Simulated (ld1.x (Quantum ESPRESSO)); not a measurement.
## Rb (Z = 37): TM pseudisation with LDA (PZ), scalar-relativistic reference atom.

```json
{
 "Element": "Rb",
 "Generator": "ld1.x (Quantum ESPRESSO) 7.5",
 "Type": "norm-conserving Troullier–Martins (Kleinman–Bylander form)",
 "Functional": "LDA (PZ)",
 "Relativity": "scalar-relativistic",
 "Frozen core": "[Ar] 3d10 4s2",
 "Valence charge": "7",
 "Reference configuration": "4p6 4d0 5s0 5p1",
 "Partial waves": "4p (bound): rc 2.75 bohr; 4d (bound, empty): rc 4.20 bohr; 5s (bound, empty): rc 3.70 bohr",
 "Local potential": "the s channel",
 "Core correction": "Bessel-smoothed model core inside 1.70 bohr"
}
```

Occupied shells without a wave of their own: 5p. They enter only through the test configuration that unscreens the potential, and ld1.x also counts them in the model core charge.

Calculated quality:

```
Cutoffs needed           : 15 Ry and 25 Ry (the cutoffs (Ry, on a coarse ladder) from which the occupation-weighted sum of valence levels, in a spherical-Bessel basis at the reference potential, stays within 10 and 1 mRy of its value at 400 Ry)
Ghost test               : no extra level below or beside the all-electron valence levels (p, d, s, f tested) (spherical-Bessel basis up to 400 Ry, 20 bohr box)
Largest excitation error : +110 meV (all-electron minus pseudo) for 4p6 4d1 5s0 5p0, out of 6 test configurations
```

ld1.x takes every shell without a wave as core, so the model core holds the 5p electrons as well and exchange and correlation see them twice. This cancels in the reference configuration, but the file is broken for other ones, and its errors say nothing about a proper core correction.

Generation and tests took about 1.3 s on one core of a shared server CPU.
